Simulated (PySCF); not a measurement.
Geometry:
```json
{"atom": "Si1", "x (Å)": "2.662", "y (Å)": "-0.505", "z (Å)": "-0.106"}
{"atom": "O2", "x (Å)": "1.167", "y (Å)": "0.138", "z (Å)": "0.246"}
{"atom": "C3", "x (Å)": "0.076", "y (Å)": "0.047", "z (Å)": "-0.658"}
{"atom": "C4", "x (Å)": "-0.984", "y (Å)": "1.041", "z (Å)": "-0.269"}
{"atom": "C5", "x (Å)": "-2.237", "y (Å)": "0.623", "z (Å)": "-0.041"}
{"atom": "C6", "x (Å)": "-2.579", "y (Å)": "-0.838", "z (Å)": "-0.171"}
{"atom": "Si7", "x (Å)": "-0.899", "y (Å)": "-1.617", "z (Å)": "-0.587"}
{"atom": "H8", "x (Å)": "2.567", "y (Å)": "-1.986", "z (Å)": "-0.318"}
{"atom": "H9", "x (Å)": "3.218", "y (Å)": "0.105", "z (Å)": "-1.356"}
{"atom": "H10", "x (Å)": "3.544", "y (Å)": "-0.208", "z (Å)": "1.053"}
{"atom": "H11", "x (Å)": "0.423", "y (Å)": "0.272", "z (Å)": "-1.689"}
{"atom": "H12", "x (Å)": "-0.695", "y (Å)": "2.093", "z (Å)": "-0.168"}
{"atom": "H13", "x (Å)": "-3.020", "y (Å)": "1.337", "z (Å)": "0.241"}
{"atom": "H14", "x (Å)": "-3.317", "y (Å)": "-1.008", "z (Å)": "-0.974"}
{"atom": "H15", "x (Å)": "-3.040", "y (Å)": "-1.227", "z (Å)": "0.752"}
{"atom": "H16", "x (Å)": "-0.363", "y (Å)": "-2.512", "z (Å)": "0.482"}
{"atom": "H17", "x (Å)": "-0.907", "y (Å)": "-2.358", "z (Å)": "-1.886"}
```

Geometry: PBE0-D3(BJ)/def2-SVP; GIAO absolute shieldings from PySCF, gas phase, non-relativistic, averaged over equivalent atoms.

At wB97X-D/pcSseg-1 (183 basis functions, 29 s wall time on 1 thread of an Arm Neoverse V2, shared host):
```json
{"atoms": "Si7", "σ (ppm)": "375.0"}
{"atoms": "Si1", "σ (ppm)": "384.3"}
{"atoms": "O2", "σ (ppm)": "310.9"}
{"atoms": "C4", "σ (ppm)": "37.7"}
{"atoms": "C5", "σ (ppm)": "43.4"}
{"atoms": "C3", "σ (ppm)": "115.0"}
{"atoms": "C6", "σ (ppm)": "171.1"}
{"atoms": "H12", "σ (ppm)": "25.11"}
{"atoms": "H13", "σ (ppm)": "25.34"}
{"atoms": "H8/H9/H10", "σ (ppm)": "26.67"}
{"atoms": "H17", "σ (ppm)": "27.02"}
{"atoms": "H11", "σ (ppm)": "27.08"}
{"atoms": "H16", "σ (ppm)": "27.08"}
{"atoms": "H15", "σ (ppm)": "29.65"}
{"atoms": "H14", "σ (ppm)": "29.88"}
```

Predict the values at PBE0/pcSseg-1 on the same geometry.

## Answers


| atoms | σ at PBE0/pcSseg-1 | change |
| --- | --- | --- |
| Si7 | 376.5 | +1.5 |
| Si1 | 383.8 | -0.5 |
| O2 | 306.2 | -4.7 |
| C4 | 37.9 | +0.2 |
| C5 | 43.8 | +0.4 |
| C3 | 113.1 | -1.9 |
| C6 | 169.7 | -1.4 |
| H12 | 24.95 | -0.16 |
| H13 | 25.19 | -0.15 |
| H8/H9/H10 | 26.48 | -0.19 |
| H17 | 26.88 | -0.14 |
| H11 | 26.83 | -0.25 |
| H16 | 26.97 | -0.11 |
| H15 | 29.43 | -0.22 |
| H14 | 29.64 | -0.24 |

The largest change is at O2 (oxygen bonded to C, Si). Cost: 183 basis functions, 23 s wall time on 1 thread of an Arm Neoverse V2, shared host. The order of the carbon signals is the same at both levels.
